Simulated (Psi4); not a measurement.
isotetrasilane (H10Si4), singlet, geometry from GFN2-xTB. Base run: R2SCAN/3-21G in Psi4.

Psi4 was given this input:
```
memory 2 GB

molecule mol {
0 1
Si   -0.013943    2.096145   -0.799137
Si    0.045585    0.145177    0.468989
Si    1.917449   -1.164269    0.022409
Si   -1.943508   -1.059271    0.365185
H     1.201375    2.904886   -0.678257
H    -0.161765    1.785203   -2.223628
H    -1.129175    2.980536   -0.453095
H     0.182806    0.582193    1.880747
H     3.182806   -0.445238    0.188248
H     1.895961   -1.645995   -1.361496
H     2.009720   -2.354500    0.871236
H    -1.958711   -2.233001    1.241405
H    -3.121993   -0.266619    0.723719
H    -2.179195   -1.556422   -0.993124
}

set {
  basis 3-21g
  reference rks
}

energy('r2scan')
print_variables()
```

Each row names what was changed in the base input (with any setting that the change needs).

| change | basis functions | E (Eh) | dipole (D) | core-seconds (rough) |
|---|---|---|---|---|
| base | 72 | -1157.60009 | 0.09 | 20 |
| basis = def2-SV(P) | 92 | -1163.46507 | 0.18 | 30 |
| basis = 6-31G* | ___ | ___ | 0.16 | 30 |
| basis = 6-31+G* | 112 | -1163.78387 | 0.19 | 40 |
| basis = 6-31G** | 126 | -1163.79200 | 0.16 | 40 |
| basis = 6-311G** | 164 | -1163.87564 | 0.18 | 50 |
| basis = 6-311++G** | 190 | -1163.87621 | 0.19 | 60 |
| basis = 6-311+G(2d,p) | 200 | -1163.88580 | 0.21 | 80 |
| basis = def2-TZVPD | ___ | ___ | 0.20 | 100 |
| basis = cc-pVTZ | ___ | ___ | 0.19 | 100 |
| basis = cc-pV(T+d)Z | 296 | -1163.90963 | 0.19 | 100 |
| basis = def2-TZVPP | 308 | -1163.89023 | 0.20 | 100 |

Some entries are withheld; supply them.


- basis = 6-31G*, basis functions: 96
- basis = 6-31G*, E (Eh): -1163.78023
- basis = def2-TZVPD, basis functions: 262
- basis = def2-TZVPD, E (Eh): -1163.88807
- basis = cc-pVTZ, basis functions: 276
- basis = cc-pVTZ, E (Eh): -1163.90067

Totals compare only among sets that treat the same electrons; sets with core potentials leave the core out.
